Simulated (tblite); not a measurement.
Record of a relaxation.

Species: C10H11N.
SMILES with atom numbers: `[CH3:1]/[N:2]=[CH:3]/[C@:4]12[C@H:5]3[C@@H:6]4[C@@H:7]5[C@H:8]3[C@H:9]1[C@@H:10]5[C@H:11]24` (hydrogens: H12, H13, H14 on C1; H15 on C3; H16 on C5; H17 on C6; H18 on C7; H19 on C8; H20 on C9; H21 on C10; H22 on C11)

Computed with GFN2-xTB (tblite), gas phase: L-BFGS steps from a force-field or distance-geometry start until the largest atomic force falls under 0.01 eV/Å. 9 of its 62 geometries are shown.

Step 0: E = -809.7184 eV, largest atomic force 5.175 eV/Å
```
atom  x, y, z in Å  |  force x, y, z in eV/Å
C1      3.648   -0.299    0.238   -0.384  -0.689   0.556
N2      2.205   -0.427    0.246   -0.091   0.096  -0.183
C3      1.403    0.444   -0.214    2.509  -0.082   0.062
C4     -0.021    0.227   -0.162    5.159   0.310   0.255
C5     -0.635   -1.085    0.034    1.691  -3.553   0.297
C6     -1.508   -0.524    1.059   -1.215  -1.308   3.517
C7     -2.505   -0.184    0.026   -4.009  -0.902   0.922
C8     -1.632   -0.752   -0.985   -0.783  -2.693  -3.421
C9     -0.978    0.547   -1.184   -0.684   1.829  -3.625
C10    -1.883    1.118   -0.168   -1.526   3.639  -0.381
C11    -0.898    0.792    0.871    0.855   2.510   2.639
H12     4.005   -0.933    1.095   -0.202   0.599  -0.676
H13     4.045   -0.761   -0.685   -0.171   0.383   0.359
H14     4.007    0.731    0.370   -0.043  -0.165  -0.249
H15     1.812    1.377   -0.665   -0.422  -0.015   0.101
H16    -0.116   -2.002    0.101    0.661  -0.965   0.113
H17    -1.727   -0.973    1.995   -0.202  -0.420   0.942
H18    -3.544   -0.354    0.153   -1.094  -0.193  -0.085
H19    -1.934   -1.407   -1.761   -0.344  -0.678  -0.875
H20    -0.775    0.976   -2.121    0.364   0.641  -1.276
H21    -2.392    2.044   -0.264   -0.522   0.901  -0.040
H22    -0.587    1.463    1.620    0.454   0.755   1.048
```

Step 8: E = -811.3720 eV, largest atomic force 0.206 eV/Å
```
atom  x, y, z in Å  |  force x, y, z in eV/Å
C1      3.663   -0.322    0.258    0.011   0.044  -0.046
N2      2.241   -0.448    0.239    0.013  -0.087  -0.002
C3      1.488    0.446   -0.224    0.155  -0.106   0.084
C4      0.044    0.228   -0.171    0.080   0.022  -0.025
C5     -0.620   -1.150    0.042   -0.003   0.079   0.008
C6     -1.535   -0.540    1.123   -0.038   0.028  -0.048
C7     -2.581   -0.200    0.040   -0.015   0.000  -0.035
C8     -1.661   -0.805   -1.044    0.002   0.040   0.034
C9     -1.003    0.576   -1.254    0.013   0.007   0.071
C10    -1.922    1.181   -0.172   -0.026  -0.045   0.028
C11    -0.885    0.843    0.917    0.013  -0.049  -0.065
H12     4.038   -0.916    1.096   -0.005   0.131  -0.118
H13     4.056   -0.743   -0.672    0.056  -0.015   0.096
H14     4.005    0.719    0.341    0.030  -0.050  -0.025
H15     1.840    1.401   -0.649    0.005   0.021   0.065
H16    -0.066   -2.075    0.121   -0.023   0.005   0.030
H17    -1.746   -0.998    2.082   -0.027   0.035   0.018
H18    -3.644   -0.374    0.133   -0.076  -0.011  -0.038
H19    -1.967   -1.469   -1.841   -0.053  -0.016  -0.007
H20    -0.761    1.027   -2.209   -0.059   0.007  -0.010
H21    -2.445    2.126   -0.261   -0.043   0.003   0.014
H22    -0.549    1.513    1.701   -0.011  -0.043  -0.028
```

Step 15: E = -811.3905 eV, largest atomic force 0.115 eV/Å
```
atom  x, y, z in Å  |  force x, y, z in eV/Å
C1      3.686   -0.316    0.241   -0.008  -0.016   0.014
N2      2.265   -0.483    0.221    0.023  -0.001  -0.043
C3      1.501    0.423   -0.202    0.043   0.005  -0.018
C4      0.050    0.224   -0.170   -0.002  -0.017  -0.008
C5     -0.628   -1.147    0.043   -0.052  -0.003   0.026
C6     -1.549   -0.536    1.117   -0.040   0.018   0.010
C7     -2.595   -0.198    0.031    0.047   0.022   0.000
C8     -1.665   -0.799   -1.045   -0.034  -0.015   0.017
C9     -1.004    0.580   -1.254   -0.044  -0.026   0.024
C10    -1.929    1.181   -0.174   -0.002  -0.013   0.019
C11    -0.889    0.840    0.911   -0.011  -0.008   0.004
H12     4.071   -0.875    1.095    0.005   0.040   0.010
H13     4.105   -0.764   -0.664   -0.012   0.032   0.033
H14     4.014    0.731    0.307   -0.051  -0.045  -0.093
H15     1.862    1.393   -0.585   -0.025   0.047   0.058
H16    -0.082   -2.075    0.138   -0.019  -0.017  -0.027
H17    -1.762   -0.974    2.084   -0.019  -0.036   0.010
H18    -3.664   -0.377    0.105    0.107   0.032   0.005
H19    -1.986   -1.464   -1.837    0.020  -0.014  -0.049
H20    -0.795    1.036   -2.215    0.053  -0.019   0.030
H21    -2.463    2.122   -0.251    0.036   0.012  -0.026
H22    -0.552    1.501    1.699   -0.016   0.023   0.004
```

Step 23: E = -811.4156 eV, largest atomic force 0.132 eV/Å
```
atom  x, y, z in Å  |  force x, y, z in eV/Å
C1      3.699   -0.307    0.196    0.048   0.028  -0.047
N2      2.290   -0.540    0.139    0.080   0.098  -0.020
C3      1.504    0.395   -0.163    0.004   0.055   0.052
C4      0.056    0.192   -0.147   -0.061  -0.001   0.014
C5     -0.650   -1.165    0.054   -0.067  -0.042   0.025
C6     -1.568   -0.537    1.123   -0.110   0.005  -0.052
C7     -2.597   -0.184    0.025    0.003   0.016  -0.042
C8     -1.669   -0.801   -1.044   -0.039   0.013   0.026
C9     -0.981    0.564   -1.241   -0.089   0.018  -0.034
C10    -1.908    1.184   -0.177   -0.057  -0.034   0.002
C11    -0.886    0.832    0.919   -0.106  -0.021   0.014
H12     4.092   -0.752    1.112   -0.083   0.035  -0.023
H13     4.177   -0.814   -0.644   -0.036  -0.068  -0.015
H14     3.968    0.758    0.155   -0.006   0.011   0.010
H15     1.838    1.424   -0.397    0.027  -0.066   0.028
H16    -0.142   -2.113    0.134    0.082  -0.043   0.058
H17    -1.818   -0.981    2.080    0.070   0.028  -0.017
H18    -3.669   -0.344    0.098    0.073   0.023  -0.014
H19    -1.984   -1.454   -1.851    0.006  -0.003   0.040
H20    -0.761    1.017   -2.197    0.113   0.017  -0.066
H21    -2.429    2.130   -0.276    0.062  -0.001   0.018
H22    -0.575    1.515    1.700    0.085  -0.067   0.043
```

Step 30: E = -811.4312 eV, largest atomic force 0.126 eV/Å
```
atom  x, y, z in Å  |  force x, y, z in eV/Å
C1      3.710   -0.287    0.145    0.002  -0.025   0.020
N2      2.310   -0.556    0.074   -0.059   0.111  -0.006
C3      1.498    0.386   -0.118    0.027   0.013  -0.036
C4      0.051    0.169   -0.122   -0.005   0.009   0.000
C5     -0.674   -1.182    0.065    0.015  -0.009  -0.006
C6     -1.599   -0.541    1.120    0.011   0.002  -0.023
C7     -2.606   -0.170    0.009   -0.012  -0.003   0.009
C8     -1.674   -0.804   -1.048    0.009   0.012   0.023
C9     -0.964    0.553   -1.236   -0.006  -0.003  -0.005
C10    -1.898    1.188   -0.185    0.025  -0.026   0.012
C11    -0.898    0.818    0.926    0.010   0.007   0.027
H12     4.072   -0.646    1.110    0.009   0.003  -0.007
H13     4.213   -0.866   -0.631   -0.007   0.035   0.000
H14     3.955    0.780    0.037    0.029  -0.044  -0.036
H15     1.823    1.437   -0.251   -0.045  -0.080   0.003
H16    -0.168   -2.132    0.158    0.012  -0.020   0.026
H17    -1.843   -0.981    2.081   -0.030   0.027  -0.044
H18    -3.676   -0.315    0.079   -0.034   0.002  -0.058
H19    -1.989   -1.457   -1.855    0.013   0.032   0.043
H20    -0.696    0.997   -2.187    0.007   0.001  -0.013
H21    -2.393    2.149   -0.287    0.021  -0.055   0.005
H22    -0.566    1.481    1.714    0.008   0.012   0.064
```

Step 38: E = -811.4348 eV, largest atomic force 0.055 eV/Å
```
atom  x, y, z in Å  |  force x, y, z in eV/Å
C1      3.713   -0.285    0.134   -0.021  -0.003  -0.003
N2      2.313   -0.548    0.067   -0.012   0.002   0.004
C3      1.497    0.390   -0.115   -0.036   0.040   0.009
C4      0.052    0.165   -0.113   -0.013  -0.001   0.021
C5     -0.674   -1.186    0.072   -0.004  -0.002  -0.005
C6     -1.607   -0.542    1.120   -0.005  -0.008  -0.002
C7     -2.605   -0.168    0.004   -0.009   0.004  -0.002
C8     -1.669   -0.804   -1.045    0.004  -0.001  -0.003
C9     -0.957    0.551   -1.231    0.011  -0.013   0.000
C10    -1.891    1.188   -0.182    0.015   0.004  -0.018
C11    -0.898    0.814    0.934   -0.015   0.002   0.006
H12     4.070   -0.627    1.105    0.034  -0.011   0.015
H13     4.213   -0.877   -0.632    0.017  -0.017  -0.021
H14     3.966    0.776    0.004    0.023   0.026  -0.014
H15     1.805    1.445   -0.238    0.017  -0.035  -0.021
H16    -0.170   -2.137    0.174   -0.006   0.004   0.002
H17    -1.867   -0.978    2.077   -0.009  -0.007   0.002
H18    -3.678   -0.306    0.048   -0.016  -0.008   0.009
H19    -1.987   -1.456   -1.850    0.026   0.001  -0.005
H20    -0.684    0.991   -2.183    0.007   0.007   0.018
H21    -2.385    2.147   -0.286    0.003   0.003   0.006
H22    -0.568    1.467    1.733   -0.010   0.012   0.003
```

Step 46: E = -811.4376 eV, largest atomic force 0.073 eV/Å
```
atom  x, y, z in Å  |  force x, y, z in eV/Å
C1      3.720   -0.282    0.119    0.006  -0.016   0.002
N2      2.316   -0.539    0.084    0.001   0.054   0.005
C3      1.496    0.395   -0.103   -0.005   0.018  -0.007
C4      0.050    0.165   -0.088    0.002   0.002  -0.005
C5     -0.679   -1.187    0.087    0.014   0.006  -0.020
C6     -1.627   -0.544    1.121    0.030  -0.014   0.002
C7     -2.610   -0.168   -0.008    0.007  -0.003   0.016
C8     -1.658   -0.804   -1.044    0.006   0.005   0.001
C9     -0.945    0.552   -1.218    0.005  -0.005   0.003
C10    -1.892    1.187   -0.181    0.008   0.009  -0.008
C11    -0.914    0.811    0.949    0.007  -0.002  -0.007
H12     4.091   -0.616    1.089    0.029   0.017   0.000
H13     4.202   -0.893   -0.644   -0.011  -0.013  -0.018
H14     3.990    0.773   -0.035   -0.049  -0.017   0.004
H15     1.800    1.448   -0.265    0.002  -0.071   0.017
H16    -0.177   -2.139    0.191   -0.007   0.011   0.011
H17    -1.902   -0.985    2.072   -0.004   0.003   0.011
H18    -3.684   -0.306    0.028   -0.007  -0.005  -0.014
H19    -1.957   -1.457   -1.855   -0.002   0.012   0.001
H20    -0.661    0.995   -2.166    0.011   0.002   0.016
H21    -2.377    2.150   -0.285   -0.025   0.009  -0.013
H22    -0.593    1.465    1.752   -0.018  -0.002   0.003
```

Step 53: E = -811.4396 eV, largest atomic force 0.036 eV/Å
```
atom  x, y, z in Å  |  force x, y, z in eV/Å
C1      3.722   -0.284    0.104    0.016   0.002   0.004
N2      2.318   -0.540    0.103    0.015  -0.009   0.014
C3      1.496    0.391   -0.086    0.021  -0.022   0.007
C4      0.050    0.165   -0.069    0.010   0.000   0.016
C5     -0.681   -1.187    0.096   -0.002   0.011   0.012
C6     -1.639   -0.546    1.122   -0.008   0.007   0.001
C7     -2.610   -0.168   -0.017   -0.005  -0.018  -0.012
C8     -1.648   -0.801   -1.044    0.017  -0.002  -0.006
C9     -0.933    0.555   -1.208    0.014   0.009   0.010
C10    -1.891    1.189   -0.181   -0.011  -0.011   0.006
C11    -0.925    0.811    0.959   -0.004   0.002   0.002
H12     4.124   -0.588    1.071   -0.020  -0.017   0.001
H13     4.187   -0.912   -0.658   -0.022   0.010   0.002
H14     3.983    0.769   -0.079   -0.027   0.002  -0.023
H15     1.805    1.437   -0.266   -0.002   0.024   0.000
H16    -0.184   -2.141    0.209    0.007   0.023  -0.011
H17    -1.925   -0.987    2.069    0.006   0.005  -0.005
H18    -3.684   -0.308    0.005   -0.012   0.003  -0.005
H19    -1.938   -1.450   -1.862   -0.008  -0.004  -0.001
H20    -0.631    1.002   -2.148   -0.010  -0.005  -0.006
H21    -2.382    2.149   -0.293    0.009  -0.005   0.003
H22    -0.622    1.463    1.769    0.016  -0.004  -0.009
```

Step 61: E = -811.4402 eV, largest atomic force 0.010 eV/Å
```
atom  x, y, z in Å  |  force x, y, z in eV/Å
C1      3.720   -0.285    0.102    0.002   0.000  -0.001
N2      2.316   -0.541    0.116   -0.001  -0.003  -0.002
C3      1.496    0.391   -0.079    0.002  -0.009  -0.003
C4      0.050    0.167   -0.062    0.000  -0.002   0.002
C5     -0.680   -1.185    0.099   -0.001   0.000   0.004
C6     -1.643   -0.546    1.122    0.001   0.002   0.001
C7     -2.610   -0.169   -0.021    0.001  -0.006  -0.001
C8     -1.642   -0.801   -1.044    0.006  -0.001  -0.001
C9     -0.928    0.556   -1.204    0.002   0.004   0.001
C10    -1.891    1.188   -0.181   -0.005  -0.001   0.002
C11    -0.929    0.811    0.962   -0.001   0.002   0.000
H12     4.131   -0.588    1.066   -0.001   0.004  -0.007
H13     4.175   -0.915   -0.664   -0.008   0.001   0.005
H14     3.974    0.768   -0.091    0.001  -0.007   0.004
H15     1.807    1.434   -0.271    0.000   0.008   0.005
H16    -0.179   -2.137    0.212    0.002   0.004  -0.001
H17    -1.930   -0.987    2.069   -0.002   0.000  -0.005
H18    -3.684   -0.310   -0.005    0.000   0.001   0.001
H19    -1.931   -1.449   -1.863    0.004  -0.004   0.001
H20    -0.625    1.004   -2.144   -0.004   0.000  -0.004
H21    -2.382    2.148   -0.294    0.002   0.003   0.002
H22    -0.626    1.463    1.773    0.001   0.000  -0.002
```

Q: Summarise the path.

A: The energy falls by 1.7218 eV from step 0 to step 61; nine tenths of that is first reached at step 3. It falls at every step. The largest force goes from 5.175 to 0.010 eV/Å. Among the bonds C4–C9 changes most, from 1.437 to 1.554 Å; the atoms move by 0.207 Å rms after alignment.

What follows is the cost of the whole relaxation. Hardware: one thread of an Intel Xeon Platinum 8375C at 2.90 GHz, shared host with 96 logical CPUs at a one-minute load of 7.2. Cost: 0.57 s wall.
